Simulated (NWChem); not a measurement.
Isomers of C$_{2}$H$_{5}$BO$_{2}$, each optimised at PBE0/def2-SVP with NWChem, gas phase unless a solvent is named. Flexible species stand in one conformer each, which need not be the lowest.  Relative energies count from the lowest isomer at each level and are electronic, without zero-point energy, on those geometries.

A: C1OB(O1)C
B: O=C(C)OB
C: B(O)(O)C=C
D: CB(O)C=O

### Question
Rank them by relative energy, LDA (Slater exchange, VWN5)/def2-TZVP (kcal/mol), lowest first.

### Answer
C (0.0), A (10.1), D (32.7), B (38.0)
